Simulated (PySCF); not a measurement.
# Electron correlation in Kr⁺ (krypton, charge +1)

[Ar] 3d10 4s2 4p5, 2P determinant. Computed with PySCF 2.14 in 6-31G* (5s4p3d, 32 functions), with the non-relativistic Hamiltonian (point nucleus). Frozen: [Ar] 3d10; 7 electrons correlated.

MP2 pair energies summed by pair of shells (mhartree):

| pair | energy | share (%) |
| --- | --- | --- |
| 4p-4p | -64.01 | 69.5 |
| 4s-4p | -23.05 | 25.0 |
| 4s-4s | -5.04 | 5.5 |

Total MP2 correlation energy: -92.10 mhartree.

Same-spin part -23.55 and opposite-spin part -68.54 mhartree; SCS-MP2 scales them by 1/3 and 6/5 to -90.10 mhartree.

| level | correlation energy (mhartree) |
| --- | --- |
| CCSD | -106.24 |
| (T) | -1.08 |
| CCSD(T) | -107.32 |

Diagnostics: T1 = 0.0047, D1 = 0.0167, largest double amplitude 0.050.

Cost of the coupled-cluster step: 0.23 s of wall time on 1 thread of Neoverse-N1 (shared host), for 7 correlated electrons.
